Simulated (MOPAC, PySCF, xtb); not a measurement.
Lewis adduct: AlF2H (SMILES [F][AlH][F]) (first 4 atoms) with NH3 (SMILES N); geometry from B3LYP-D3(BJ)/def2-TZVP.
(charge 0, multiplicity 1):
```xyz
8

F      1.228     0.747     0.629
Al    -0.277     0.278     1.189
F     -0.708    -1.299     0.839
H     -1.418     1.361     1.216
N      0.254    -0.025     3.127
H      0.612     0.818     3.567
H     -0.517    -0.375     3.690
H      0.995    -0.723     3.148
```

Interaction energies are E(AB) − E(A) − E(B) at the monomers' geometry in the complex; basis-set methods are counterpoise corrected. Rows marked so take none.

Rows in 6-31G* carry no dispersion term and start afresh at each structure (6-31G* with six Cartesian d functions). The state that PM7 reach isn't checked; PM7 holds dispersion and hydrogen-bond terms.

Programs: MOPAC for PM7 (differences of heats of formation); PySCF for 6-31G* rows; xtb for the GFN methods. Each number belongs to the level named beside it.

One of these levels gives -161.4 kJ/mol for the interaction energy. Which one is it?
A) GFN2-xTB
B) HF/6-31G* (no counterpoise)
C) PM7
D) HF/6-31G*

D, HF/6-31G*. The others give -131.4 (PM7), -148.1 (GFN2-xTB), -180.9 (HF/6-31G* (no counterpoise))
